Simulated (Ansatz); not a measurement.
Stepwise reaction of `F[SiH2][SiH2]Cl` with water, as a gas-phase model of exchange steps in deposition or etching. ΔE in kJ/mol.

Program: Ansatz. Geometries: PBE0-D4/def2-TZVP. ΔE: electronic, gas phase. CCSD(T)/CBS adds triple-zeta CCSD(T) − MP2 to the extrapolated MP2 energy (def2 sets, frozen cores). This one scheme is used for every species. Functionals use def2-TZVPP. B3LYP here is the variant with VWN-RPA as its local correlation; programs differ in this. Each species was taken in one conformer, which may not be the lowest.

```tsv
step	reaction	PBE-D4	B3LYP-D4	ωB97M-V	CCSD(T)/CBS
2	`O[SiH](F)[SiH2]Cl` + H₂O → `O[Si@H](Cl)[Si@@H](O)F` + H₂	-75.3	-80.4	-79.5	-75.7
```

(1) Give the row of step 1, `F[SiH2][SiH2]Cl` + H₂O → `O[SiH](F)[SiH2]Cl` + H₂. (Estimate.)

(2) By hand: ΔE of the 2 steps together at CCSD(T)/CBS.

Answers

(1) Computed: 
```csv
step,reaction,PBE-D4,B3LYP-D4,ωB97M-V,CCSD(T)/CBS
1,`F[SiH2][SiH2]Cl` + H₂O → `O[SiH](F)[SiH2]Cl` + H₂,-88.9,-93.4,-93.8,-89.7
```

(2) (-89.7) + (-75.7) = -165.4 kJ/mol, or -82.7 kJ/mol a step.

In ΔE each step is higher than the one before. All are downhill at CCSD(T)/CBS. PBE-D4 differs from CCSD(T)/CBS by 0.4 to 0.8 kJ/mol a step. Isolated molecules leave out the surface, adducts and barriers. Largest T1 diagnostic: 0.012.
